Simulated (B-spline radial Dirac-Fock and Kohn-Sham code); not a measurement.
# The N-like isoelectronic sequence (7 electrons), Z = 65 to 73

These are calculated numbers from an atomic code on a B-spline grid; the model is ΔSCF Dirac-Fock with Breit, self-energy and vacuum polarisation, finite nucleus, configuration average. Binding energies in eV, tabulated ground configurations ([He] 2s2 2p3 throughout). The model has no electron correlation.

```
  ion       1s       2s  outermost level  NIST ionisation energy
Tb⁵⁸⁺  57675.8  13624.8     12836.2 (2p)               12563 ± 6
Dy⁵⁹⁺  59631.6  14111.1     13278.9 (2p)               12986 ± 7
Ho⁶⁰⁺  61627.4  14608.1     13729.9 (2p)              13417 ± 10
Er⁶¹⁺  63662.9  15115.8     14189.3 (2p)              13855 ± 12
Tm⁶²⁺        ?        ?                ?                       ?
Yb⁶³⁺  67855.6  16164.2     15133.6 (2p)              14752 ± 19
Lu⁶⁴⁺  70013.7  16705.2     15618.6 (2p)              15211 ± 24
Hf⁶⁵⁺  72214.6  17257.7     16112.3 (2p)              15680 ± 30
Ta⁶⁶⁺  74458.1  17822.0     16614.8 (2p)              16150 ± 40
```

**Question.** Fill in the row of Tm⁶²⁺.

**Answer.** 1s 65739.0, 2s 15634.5, outermost 14657.1 (2p), NIST 14300 ± 15 eV.

NIST's values are for the lowest levels; a dash marks a value that is missing or belongs to another shell. Their kind here: theoretical. Where a p, d or f shell is open in either ion the computed value averages over both j values and all terms, while the table refers to the lowest levels; that difference holds spin-orbit splitting (largest in heavy or highly charged ions), term energies where several electrons share open shells, and correlation, and it can reach 10 % or more.
